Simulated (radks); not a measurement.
B+, 4 electrons, occupied as [He] 2s2 (the NIST ground configuration).

All-electron calculation, Dirac Kohn-Sham, PBE, spin-unpolarised, spherical densities, point nucleus. Program: a radial shooting solver on a logarithmic mesh with Libxc functionals.

Energy parts (hartree):
total: -24.30114
kinetic: 24.23705
electron-nucleus: -54.61439
Hartree: 9.61994
exchange-correlation: -3.54374

Orbitals (lengths in bohr, moments of r in powers of bohr; r(max) is where P^2 peaks):
| orbital | occ. | eigenvalue (hartree) | <r> | <1/r> | r(max) |
|---|---|---|---|---|---|
| 1s1/2 | 2 | -7.11553 | 0.3291 | 4.657 | 0.2104 |
| 2s1/2 | 2 | -0.71701 | 1.779 | 0.8048 | 1.446 |

The highest occupied level is 2s1/2 at -19.511 eV. The density falls to 0.001 e/bohr^3 at r = 3.33 bohr. Summed over all electrons, <r^2> = 7.797 bohr^2, which gives a Langevin (diamagnetic) susceptibility term of -6.18 x 10^-6 cm^3/mol.
